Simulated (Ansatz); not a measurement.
`C[O][Al]([OH])[SH]` + `FC[SiH2]F` → `[OH][Al]([SH])[CH2]F` + `CO[SiH2]F`  (redistribution)

Calculated with Ansatz (gas phase, PBE0-D4/def2-TZVP geometries, no zero-point term in ΔE). CBS: MP2 limit from def2 TZ/QZ plus the TZ coupled-cluster correction, frozen cores. Functionals use def2-TZVPP. B3LYP here is the variant with VWN-RPA as its local correlation; programs differ in this. HSE06 is defined as in plane-wave codes. Each species was taken in one conformer, which may not be the lowest.

| level | ΔE (kJ/mol) | difference from CCSD(T)/CBS |
| --- | --- | --- |
| LDA (SPW92) | 18.2 | -1.6 |
| PBE-D4 | 19.1 | -0.7 |
| revPBE-D4 | 19.7 | -0.1 |
| BLYP-D4 | 19.3 | -0.5 |
| B97M-V | 18.6 | -1.2 |
| PBE0-D4 | 20.1 | 0.3 |
| B3LYP-D4 | 20.0 | 0.2 |
| r2SCANh-D4 | 21.7 | 1.9 |
| r2SCAN0-D4 | 21.6 | 1.8 |
| HSE06-D4 | 19.9 | 0.1 |
| BHLYP-D4 | 20.6 | 0.8 |
| CAM-B3LYP-D4 | 20.0 | 0.2 |
| ωB97X-V | 20.1 | 0.3 |
| ωB97M-V | 18.3 | -1.5 |
| B2PLYP | 20.1 | 0.3 |
| PBE-QIDH | 20.7 | 0.9 |
| PBE | 18.8 | -1.0 |
| revPBE | 19.0 | -0.8 |
| PBE0 | 19.8 | 0.0 |
| B3LYP | 19.5 | -0.3 |
| r2SCAN0 | 21.5 | 1.7 |
| HSE06 | 19.6 | -0.2 |
| BHLYP | 20.2 | 0.4 |
| CAM-B3LYP | 19.6 | -0.2 |
| LC-ωPBE | 21.4 | 1.6 |
| RPA@PBE/def2-TZVPP | 19.6 | -0.2 |
| HF/def2-SVP | 27.8 | 8.0 |
| MP2/def2-SVP | 27.0 | 7.2 |
| CCSD/def2-SVP | 27.1 | 7.3 |
| CCSD(T)/def2-SVP | 26.4 | 6.6 |
| MP2/def2-TZVPP | 21.2 | 1.4 |
| SCS-MP2/def2-TZVPP | 21.2 | 1.4 |
| CCSD/def2-TZVPP | 20.9 | 1.1 |
| CCSD(T)/def2-TZVPP | 20.4 | 0.6 |
| HF/def2-QZVPP | 20.3 | 0.5 |
| MP2/def2-QZVPP | 20.9 | 1.1 |
| SCS-MP2/def2-QZVPP | 20.9 | 1.1 |
| HF/CBS(def2) | 20.3 | 0.5 |
| MP2/CBS(def2) | 20.6 | 0.8 |
| CCSD/CBS(def2) | 20.4 | 0.6 |
| CCSD(T)/CBS | 19.8 | 0 |

Largest T1 diagnostic among the species: 0.012.

Leaving LDA and LC-ωPBE aside and taking each functional with its dispersion term where it has one, the values, not all of them listed here, spread over 3.5 kJ/mol, from ωB97M-V to r2SCAN-D4. At CCSD(T), def2-SVP lies +6.6 kJ/mol from the extrapolated value and def2-TZVPP +0.6 kJ/mol.
